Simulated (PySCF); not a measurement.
These compounds are isomers of formula C$_{5}$H$_{11}$FOSi$_{3}$.

A. `InChI=1S/C5H11FOSi3/c1-4(2)10(5(3)6)8-7-9-10/h1,3,8-9H2,2H3`
B. `O1[SiH2][Si](CC=C)(C(=C)F)[SiH2]1`
C. SMILES CC#C[SiH2]/C(F)=C\[SiH2]O[SiH3]

Spectrum 1. $^{13}$C{$^{1}$H} NMR (computed): δ 186.2 (C), 121.7 (CH), 117.1 (C), 79.4 (C), 6.3 (CH3).

Spectrum 2. $^{13}$C{$^{1}$H} NMR (computed): δ 181.3 (C), 143.1 (CH), 121.3 (CH2), 112.7 (CH2), 24.3 (CH2).

Spectrum 3. $^{13}$C{$^{1}$H} NMR (computed): δ 179.9 (C), 148.5 (C), 135.3 (CH2), 115.3 (CH2), 28.7 (CH3).

[PySCF 2.14: NMR shieldings at PBE0/pcSseg-1/GIAO; coordinates at the GFN2-xTB level; averaged over atoms made equivalent by symmetry, fast rotation or ring inversion; non-relativistic; a single conformation; no solvent model]

References, each an isolated molecule treated in the same way: $^{13}$C (σ = 186.93 ppm) vs TMS. Splittings of carbon signals by F and P are missing where no couplings were computed. Shifts are as computed. Against solution values, carbons near 30 ppm lie about +3 ppm off and those near 130 ppm about +5 ppm. Of 1309 compounds with measured shifts, 239 miss one by over three times the rms of a fit or turn the order of signals round; such compounds aren't used in these exercises.

Question: Match each spectrum to its structure.

Answer: 1–C, 2–B, 3–A.

- Spectrum 1 (C): 5 $^{13}$C signals; δC 121.7 is an alkene CH; δC 79.4 is an alkyne carbon.
- Spectrum 2 (B): 5 $^{13}$C signals; δC 143.1 is an alkene CH; δC 121.3 is a terminal =CH2 carbon.
- Spectrum 3 (A): 5 $^{13}$C signals; δC 148.5 is a fully substituted alkene carbon; δC 135.3 is a terminal =CH2 carbon.
